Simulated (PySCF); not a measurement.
# Working out the ionisation energy of Ag²⁺

Ag²⁺ [Kr] 4d9 (2D) → Ag³⁺ [Kr] 4d8 (3F). Calculation: PySCF 2.14, in x2c-TZVPPall; the spin-free X2C one-electron Hamiltonian (Gaussian nucleus). Frozen: [Kr]. Energies in hartree (1 hartree = 27.21139 eV):

```
            part  Ag²⁺ (lower)  Ag³⁺ (upper)
             UHF  -5311.854187  -5310.643052
CCSD correlation     -0.268622     -0.209396
             (T)     -0.006635     -0.004027
```

Problem. What does Hartree-Fock give?

Solution. (-5310.643052) − (-5311.854187) = 1.211135 hartree = 32.957 eV.

Problem. What do CCSD and CCSD(T) give?

Solution. The CCSD correlation energies differ by 0.059226 hartree = 1.612 eV and the triples by 0.002608 hartree = 0.071 eV, so CCSD gives 34.569 eV and CCSD(T) 34.640 eV.

Reference: 34.8 ± 0.3 eV (semi-empirical (NIST evaluation); NIST Atomic Spectra Database, ionization energies), between the lowest levels; spin-orbit coupling is absent from the calculation.

What remains against the reference includes basis incompleteness, the frozen core and higher excitations.
